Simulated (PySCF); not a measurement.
Species: 1,1,2-trifluorobuta-1,3-diene, C4H3F3.
Atom-mapped SMILES: `[CH2:1]=[CH:2][C:3]([F:4])=[C:5]([F:6])[F:7]` (hydrogens: H8, H9 on C1; H10 on C2)

The geometry is computed with GFN2-xTB (gas phase).

(1) What internal coordinates does the optimisation give?

Results:

(1) 
```tsv
bond	length (pm)	order
C1=C2	132.8	double
C2–C3	144.8	single
C3–F4	134.7	single
C3=C5	133.6	double
C5–F6	132.3	single
C5–F7	132.8	single
C1–H8	107.5	single
C1–H9	107.7	single
C2–H10	108.0	single
```

Orders are formal, as drawn. A selection of angles:
```tsv
angle	degrees
C2–C1–H8	121.4
C2–C1–H9	121.5
H8–C1–H9	117.1
C1–C2–C3	123.0
C1–C2–H10	122.1
C3–C2–H10	114.8
C2–C3–F4	117.5
C2–C3–C5	124.7
F4–C3–C5	117.8
C3–C5–F6	126.1
C3–C5–F7	123.1
F6–C5–F7	110.8
```

Dihedral angles: C1–C2–C3–F4 0° (synperiplanar); C2–C3–C5–F6 180° (antiperiplanar).

The C–C distances run from 1.328 Å (C1=C2, drawn double) to 1.448 Å (C2–C3, drawn single), a spread of 0.120 Å. Of the pairs four or more bonds apart, F4···H9 is among the closest relative to their van der Waals radii: 2.49 Å, 93 % of the sum of Bondi's values. The 3 C–F bonds span 1.323 Å (C5–F6, drawn single) to 1.347 Å (C3–F4, drawn single), a spread of 0.024 Å. The 7 heavy atoms lie in one plane (0.000 Å rms).

Point group: Cs (every atom within 0.08 Å of its image). Not checked by GFN2-xTB frequencies. One conformer, not necessarily the lowest.
